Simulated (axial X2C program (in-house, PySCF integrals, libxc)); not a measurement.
Spin–orbit effects down a group: molecules with H, HF

Computed with an axial X2C code built on PySCF integrals, spin-free (one-electron X2C) or two-component (2c: spin–orbit coupling with atomic mean-field Coulomb and Gaunt terms, which also bring small scalar terms), in Dyall basis sets with cores contracted in-house; open shells are unrestricted.

Basis sets: As dyall-cv3z, H dyall-v3z, N dyall-av3z, P dyall-v3z, Sb dyall-cv3z.

```tsv
molecule	spin-free state	Re (Å)	ωe (cm⁻¹)	De (eV)	2c state	Re 2c (Å)	ωe 2c (cm⁻¹)	De 2c (eV)
NH	M_S = 1, Λ = 0	1.020	3510.3	2.22	Ω = 1	1.020	3510.1	2.22
PH	?	?	?	?	?	?	?	?
AsH	M_S = 1, Λ = 0	1.514	2270.5	1.88	Ω = 1	1.514	2268.6	1.87
SbH	M_S = 1, Λ = 0	1.704	2024.5	1.62	Ω = 1	1.705	2018.4	1.59
```

(1) Estimate the 2c Re and ωe of PH as the mean of its neighbours in the table.

Each entry is the lowest single determinant of a limited PBE0 search at one distance. De goes to single-determinant-based atoms at the same level (for ions the charge split of lowest energy) and is withheld (n/a) where an atom does not fit its ground term or J level. Main or longest-lived isotopes. One determinant is a doubtful description, or other states lie close, for NH, PH, AsH, SbH; these need not be ground states, and all values refer to the states named. Some open-shell Ω = 0 determinants are out of reach, so the Ω given for NH, PH, AsH, SbH need not be the lowest component. With several unpaired electrons the Ω given is that of one determinant, not necessarily of the lowest component.

## Answers

(1) Re ≈ 1.267 Å, ωe ≈ 2889.3 cm⁻¹. The HF runs give the row below, so the estimate misses by -0.148 Å and 401.4 cm⁻¹.

| molecule | spin-free state | Re (Å) | ωe (cm⁻¹) | De (eV) | 2c state | Re 2c (Å) | ωe 2c (cm⁻¹) | De 2c (eV) |
| --- | --- | --- | --- | --- | --- | --- | --- | --- |
| PH | M_S = 1, Λ = 0 | 1.414 | 2488.5 | 2.21 | Ω = 1 | 1.415 | 2487.9 | 2.21 |
